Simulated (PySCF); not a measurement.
## Correlation energy of S⁺ (sulfur, charge +1)

[Ne] 3s1 3p3 4s1, high-spin 6S determinant (an excited configuration). All numbers are calculated (PySCF 2.14, the non-relativistic Hamiltonian (point nucleus), in aug-cc-pwCVDZ (6s5p3d, 36 functions)). Frozen: [Ne]; 5 electrons correlated.

```csv
level,correlation energy (mhartree)
CCSD,-37.25
(T),-0.26
CCSD(T),-37.51
```

Diagnostics: T1 = 0.0052, D1 = 0.0156, largest double amplitude 0.043.

The outer electron is Rydberg-like, and this basis confines it to a smaller radius and binds it less than a complete one would.

Cost of the coupled-cluster step: about 0.23 core-seconds, for 5 correlated electrons.

Iterations:

```
CC2 = 0
CCSD nocc = (np.int64(5), np.int64(0)), nmo = (31, 31)
frozen orbitals [[0, 1, 2, 3, 4], [0, 1, 2, 3, 4]]
max_cycle = 100
direct = 0
conv_tol = 1e-08
conv_tol_normt = 1e-06
diis_space = 8
diis_start_cycle = 0
Init t2, MP2 energy = -0.0280004455767788
Init E_corr(UCCSD) = -0.0280004456010951
cycle = 1  E_corr(UCCSD) = -0.0348228786957577  dE = -0.00682243309  norm(t1,t2) = 0.0315765
cycle = 2  E_corr(UCCSD) = -0.036577747165674  dE = -0.00175486847  norm(t1,t2) = 0.00944784
cycle = 3  E_corr(UCCSD) = -0.0372665126247135  dE = -0.000688765459  norm(t1,t2) = 0.00304514
cycle = 4  E_corr(UCCSD) = -0.0372448609267672  dE = 2.16516979e-05  norm(t1,t2) = 0.000280177
cycle = 5  E_corr(UCCSD) = -0.0372455636153615  dE = -7.02688594e-07  norm(t1,t2) = 2.32631e-05
cycle = 6  E_corr(UCCSD) = -0.0372454045674138  dE = 1.59047948e-07  norm(t1,t2) = 1.39122e-06
cycle = 7  E_corr(UCCSD) = -0.0372454477641242  dE = -4.31967104e-08  norm(t1,t2) = 1.92553e-07
cycle = 8  E_corr(UCCSD) = -0.0372454428749919  dE = 4.88913235e-09  norm(t1,t2) = 3.72134e-08
UCCSD converged
E(UCCSD) = -396.5168411933303  E_corr = -0.03724544287499187
UCCSD(T) correction = -0.000256536516986121
```
